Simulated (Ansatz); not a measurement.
Ansatz (a first-principles code) input:

Ansatz 0.2 input:
```yaml
crystal:
  periodic: [false, false, false]
  atoms:
    - {symbol: Sc, position_ang: [-0.00000000, -0.00000000, -0.53788828]}
    - {symbol: F, position_ang: [0.00000000, 0.00000000, 1.25507266]}
basis:
  gaussian:
    orbitals: def2-TZVP
hamiltonian:
  xc: {name: HF}
relax: {f_tol: 0.003, max_steps: 100}
```

### Question
Predict the final energy.

### Answer
-859.27893 Eh (HF/def2-TZVP). The basis has 76 functions.
